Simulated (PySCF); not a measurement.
# How methods differ on the excitation energy of In²⁺

In²⁺ [Kr] 4d10 5s1 (2S) → In²⁺ [Kr] 4d10 5d1 (2D), as a difference of total energies. All numbers are calculated (PySCF 2.14, a scalar-relativistic core potential, in aug-cc-pVTZ-PP with one added diffuse shell each of d, f type with ECP28MDF (6s5p5d3f, 67 functions)). The calculations carry no spin-orbit coupling.

```csv
method,excitation energy (eV)
UHF,14.842
LDA,16.303
PBE,15.735
PBE0,15.596
r2SCAN,15.720
BLYP,15.836
PW91,15.817
LC-wPBE,15.868
revPBE,15.538
```

The promoted electron is Rydberg-like, and one or two diffuse shells describe it only roughly, which tends to raise the upper state.
